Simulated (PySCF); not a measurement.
Compound: C₆H₁₁N₃.
Geometry (PBE0-D3(BJ)/def2-SVP, Å), atoms numbered from 1 in this order:
```
atom  x, y, z in Å
C1    -2.413    0.519    1.472
C2    -1.698    0.256    0.149
C3    -0.279    0.704    0.135
N4     0.170    1.784   -0.452
N5     1.502    1.878   -0.209
C6     1.852    0.853    0.525
C7     3.220    0.558    1.014
N8     0.756    0.069    0.775
C9     0.720   -1.143    1.550
H10   -2.399    1.593    1.709
H11   -3.463    0.193    1.423
H12   -1.938   -0.013    2.311
H13   -1.762   -0.814   -0.115
H14   -2.192    0.809   -0.663
H15    3.261    0.488    2.113
H16    3.878    1.374    0.691
H17    3.611   -0.387    0.601
H18    1.567   -1.791    1.286
H19   -0.207   -1.690    1.337
H20    0.760   -0.934    2.631
```

Method: PySCF, TDDFT wB97X-D/def2-SVPD, vertical, gas phase, core orbitals frozen in the response.

Frontier orbitals with the atoms that hold most of them (Löwdin shares over 4%, at most four atoms; ? is withheld):

```
orbital  ε (eV)                           atoms
 HOMO-3  -10.56    N5 37%, N4 37%, C3 5%, C6 4%
 HOMO-2  -10.03   N8 35%, N5 20%, N4 20%, C9 7%
 HOMO-1   -8.87                               ?
   HOMO       ?  C3 20%, C6 20%, N4 19%, N5 19%
   LUMO    1.83                               ?
 LUMO+1    2.30  N8 11%, C3 11%, C6 11%, C7 10%
 LUMO+2    2.71   C7 15%, H17 10%, C6 9%, C2 8%
```

Task: Give the leading atoms of the HOMO-1.

Result: N4 (bonded to C and N) 40%; N5 (bonded to C and N) 39%; C3 (bonded to C and 2 N) 8%; C6 (bonded to C and 2 N) 8%. By element: nitrogen 79% or more, carbon 16% or more.

Task: Give the leading atoms of the LUMO.

Result: C9 (bonded to N and 3 H) 22%; H20 (bonded to C) 10%; C1 (bonded to C and 3 H) 8%; H18 (bonded to C) 7%. By element: carbon 30% or more, hydrogen 17% or more.

Task: What is the HOMO energy, and the HOMO–LUMO gap?

Result: ε(HOMO) = -8.73 eV; the gap is 10.56 eV (0.3880 hartree).

Task: How does S1 compare with the orbital gap of 10.56 eV?

Result: S1 is at 6.12 eV (f = 0.0001), 4.44 eV below the gap, made of HOMO-1→LUMO+1 (62%), HOMO-1→LUMO+2 (19%), HOMO-1→LUMO (12%). Its leading pair isn't HOMO and LUMO; the energies of that pair differ by 11.17 eV. 

Next come S2 at 6.66 eV (f 0.014), HOMO-1→LUMO+5 (51%), HOMO-1→LUMO+3 (18%), HOMO-1→LUMO+6 (12%); S3 at 6.73 eV (f 0.197), HOMO→LUMO (52%), HOMO→LUMO+1 (29%), HOMO→LUMO+2 (10%); S4 at 6.96 eV (f 0.064), HOMO→LUMO+1 (49%), HOMO→LUMO (31%); S5 at 7.32 eV (f 0.0054), HOMO→LUMO+5 (29%), HOMO-2→LUMO+1 (22%), HOMO→LUMO+3 (11%).

Löwdin shares depend on the basis, the more so with diffuse functions.

One conformer stands for the species.
